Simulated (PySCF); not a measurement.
# Checking a proposed structure

A compound C5H11FOSi3 gives the data below (simulated from a calculation) and was assigned the structure `C=CC[Si]1(C(=C)F)[SiH2]O[SiH2]1`.

¹³C{¹H} NMR (computed): δ 186.2 (C), 121.7 (CH), 117.1 (C), 79.4 (C), 6.3 (CH3).

¹H NMR (400 MHz, computed): δ 6.00 (m, 1H), 5.38 (d, 2H), 5.14 (s, 3H), 4.77 (m, 2H), 2.21 (s, 3H).

Method: shielding tensors at PBE0/pcSseg-1 (GIAO), structure optimised with GFN2-xTB, in PySCF 2.14 (one computed conformer, one averaged value for each set of equivalent atoms, in vacuum, non-relativistic).

Shifts are taken against calculated references (same method and geometry level): TMS for ¹H (σ = 31.72 ppm), ¹³C (σ = 186.93 ppm).

(1) Compare with the shifts computed for the proposed structure, pairing carbons in order of shift.

(2) Which isomer fits?

Answers

(1) Numbering as in the mapped SMILES `[CH2:1]=[CH:2][CH2:3][Si:4]1([C:5](=[CH2:6])[F:7])[SiH2:8][O:9][SiH2:10]1` (H(Xn): hydrogen on atom n).

```
atom  computed for proposal  given list  difference
  C5                  181.3       186.2        -4.9
  C2                  143.1       121.7       +21.4
  C1                  121.3       117.1        +4.2
  C6                  112.7        79.4       +33.3
  C3                   24.3         6.3       +18.0
```

The rms difference is 19.7 ppm and the largest +33.3 ppm at C6 (terminal =CH2 carbon). The carbon types in order of shift don't match either: C, CH, CH2, CH2, CH2 for the proposal against C, CH, C, C, CH3 in the data. The proposal doesn't fit.

(2) SMILES CC#C[SiH2]/C(F)=C\[SiH2]O[SiH3].

- Carbon types of the structure: 3 × C, 1 × CH, 1 × CH3, leaving 7 H on heteroatoms.
- δC 186.2: fully substituted alkene carbon.
- δC 121.7: alkene CH; an sp2 carbon of a C=C bond.
- δC 117.1, 79.4: alkyne carbon.
- δH 6.00: hydrogen on an alkene CH; attached to an sp2 carbon and in the plane of the double bond.

Other isomers checked: C=C(C)[Si]1(C(=C)F)[SiH2]O[SiH2]1 (rms 24.0 ppm).

This is the structure that produced the data.

Splittings by ¹⁹F in the carbon and heteronuclear signals aren't shown, as no couplings were computed. Shifts are as computed. Against solution values, carbons near 30 ppm lie about +3 ppm off and those near 130 ppm about +5 ppm. Of 1309 compounds with measured shifts, 239 miss one by over three times the rms of a fit or turn the order of signals round; such compounds aren't used in these exercises. Multiplicities follow the n + 1 count of equivalent neighbours, as no J values were calculated; m marks all less simple cases, F and P coupling included.
